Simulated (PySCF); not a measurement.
GeOCl2, SMILES [O]=[Ge]([Cl])[Cl]. Geometry: PBE0-D3(BJ)/def2-SVP.

Computed equilibrium geometry at PBE0-D3(BJ)/def2-SVP (PySCF confirms it by a frequency run) as a Z-matrix, and its point group:
point group C2v.
```
Ge
O 1 1.6230
Cl 1 2.1212 2 126.70
Cl 1 2.1212 2 126.70 3 180.00
```
Charge 0, spin multiplicity 1.
